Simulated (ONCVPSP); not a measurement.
**palladium (Pd): one change to an ONCV potential, before and after**

Pd (Z = 46), optimised norm-conserving Vanderbilt (ONCV), made with ONCVPSP 4.0.1 (PBE, fully relativistic). Core [Ar] 3d10, reference 4s2 4p6 4d9.75 (charge +0.25). Waves: 4s: rc 0.95 bohr, ncon 5, nbas 9, qcut 5.6 1/bohr, 1 projector; 4p: rc 1.25 bohr, ncon 4, nbas 8, qcut 13.1 1/bohr, 2 projectors, debl 1.1 Ha; 4d: rc 1.25 bohr, ncon 5, nbas 10, qcut 6.6 1/bohr, 2 projectors, debl 2.4 Ha. Local part: polynomial inside 0.70 bohr (lpopt 5, dvloc0 0 Ha). Core correction: Teter function fitted to the true core (icmod 2), fcfact 0.2.

Open shells are filled in proportion to 2j + 1.

In the p channel the program set the typed energies aside and used -1.923, 0.250 Ha (j = l + 1/2; the other j can differ).

All-electron outer shells of the reference configuration (PBE, scalar-relativistic, ld1.x):

```json
{"shell": "4s", "level (eV)": "-87.88", "outermost node (bohr)": "0.45", "outermost maximum (bohr)": "0.85"}
{"shell": "4p", "level (eV)": "-53.73", "outermost node (bohr)": "0.46", "outermost maximum (bohr)": "0.91"}
{"shell": "4d", "level (eV)": "-6.44", "outermost node (bohr)": "0.45", "outermost maximum (bohr)": "1.10"}
```

Change: all radii but the core radius scaled by about 1.14 (s 1.08, p 1.42, d 1.42 bohr); local potential polynomial inside 0.80 bohr (lpopt 5, dvloc0 0 Ha).

Cutoffs: the cutoffs (Ha) at which the residual kinetic energy of the hardest occupied pseudo-wave falls to 1 and 0.1 mHa per electron; they do not see the model core or the augmentation charge, which bear on the density cutoff. Errors are all-electron minus pseudo energies relative to the spin-unpolarised reference configuration.

Q: Predict the effect on cutoff, ghosts and configuration errors.

A: The potential gets softer (221 Ha and 256 Ha → 185 Ha and 208 Ha); both files keep a bound ghost (s); of the 4 tests that both files solve, the error grows in 2 and shrinks in 0 by more than 15 % and 0.3 meV (median size 0.5 → 0.7 meV). A larger radius leaves more room for a smooth pseudo-wave, so fewer plane waves are needed.

| quantity | base | changed |
| --- | --- | --- |
| cutoff, loose | 221 Ha | 185 Ha |
| cutoff, tight | 256 Ha | 208 Ha |
| loose cutoff by channel | s 221 Ha, p 49 Ha, d 86 Ha | s 185 Ha, p 47 Ha, d 68 Ha |
| bound ghosts | s | s |
| GHOST(+) flags under 300 eV | none | none |
| error for 4s2 4p6 4d10, meV [ΔE -1.31 eV] | -0.1 | -0.1 |
| error for 4s2 4p6 4d9, meV [ΔE 7.81 eV] | +0.2 | +0.3 |
| error for 4s2 4p6 4d8, meV [ΔE 28.63 eV] | +0.8 | +1.2 |
| error for 4s1 4p6 4d10, meV [ΔE 90.24 eV] | -33 | -80 |
| rms error of d²Exc/dni dnj with the model core, mHa | 6.16 | 5.80 |

 A true bound ghost makes a file unfit for plane-wave use even where its test errors are small: the radial tests pick states by their node count and pass the ghost by.
